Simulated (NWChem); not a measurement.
C$_{4}$H$_{6}$O; SMILES O=C1CCC1

```xyz
11

O     -0.0349    -1.8677     0.0000
C      0.0159    -0.6742     0.0000
C      0.0379     0.3835     1.1021
C     -0.0628     1.4659     0.0000
C      0.0379     0.3835    -1.1021
H      0.9823     0.3770     1.6707
H     -0.7917     0.3118     1.8231
H      0.7463     2.2087     0.0000
H     -1.0219     2.0022     0.0000
H      0.9823     0.3770    -1.6707
H     -0.7917     0.3118    -1.8231
```
Atoms are numbered in this order, from 1.

Computed with NWChem. Pople sets run with spherical d functions. Geometry: optimised at PBE0/def2-SVP. B3LYP is NWChem's, with the RPA form of VWN correlation. Total energies compare along this basis series because the functional is fixed.

| level | basis functions | energy (Ha) | highest occupied level (eV) | orbital gap (eV) | dipole (D) |
|---|---|---|---|---|---|
| B3LYP/STO-3G | 31 | -228.2902 | -4.03 | 6.43 | 1.62 |
| B3LYP/3-21G | 57 | -229.9562 | -6.46 | 6.11 | 2.48 |
| B3LYP/6-31G* | 82 | -231.2239 | -6.57 | 6.04 | 2.73 |
| B3LYP/6-31+G* | 102 | -231.2352 | -6.95 | 6.03 | 3.10 |
| B3LYP/def2-SVP | 100 | -231.0591 | ? | 6.03 | ? |
| B3LYP/def2-SVPD | 151 | -231.0757 | -7.03 | 5.98 | 3.11 |
| B3LYP/def2-TZVP | 191 | -231.3215 | -6.94 | 5.99 | 2.98 |

Problem. Some entries are withheld; supply them.

Solution. 
- B3LYP/def2-SVP, highest occupied level (eV): -6.76
- B3LYP/def2-SVP, dipole (D): 2.68
